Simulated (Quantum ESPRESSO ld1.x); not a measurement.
These are the eigenvalues of the occupied orbitals of an atom or ion with whole-number occupations (hartree). Method: Dirac Kohn-Sham, PBE, spin-unpolarised, spherical densities, point nucleus; computed with ld1.x of Quantum ESPRESSO 7.5.

orbital  eigenvalue
1s1/2      -1653.24
2s1/2      -268.840
2p1/2      -254.579
2p3/2      -233.990
3s1/2      -58.7836
3p1/2      -52.6736
3p3/2      -48.5335
3d3/2      -37.9236
3d5/2      -37.0264
4s1/2      -11.8570
4p1/2      -9.53328
4p3/2      -8.63040
4d3/2      -4.81137
4d5/2      -4.65099
5s1/2      -1.75663
5p1/2      -1.13743
5p3/2      -1.01731
6s1/2      -0.30502
4f5/2      -0.30292

Which element is it, and in what charge state? The configuration may be excited. Open shells, if any, fill j = l - 1/2 first.

Answer. Z = 61, promethium, charge +1: Pm+ in [Xe] 4f5 6s1. The list shows which subshells hold electrons but not how many an open one holds; the 1s level, -1653.2 hartree, gives Z - s = 57.5 by -(Z - s)^2/2, which with screening and relativity narrows Z to a few neighbours, and the depths of the outer levels then fix element, charge and occupations together.
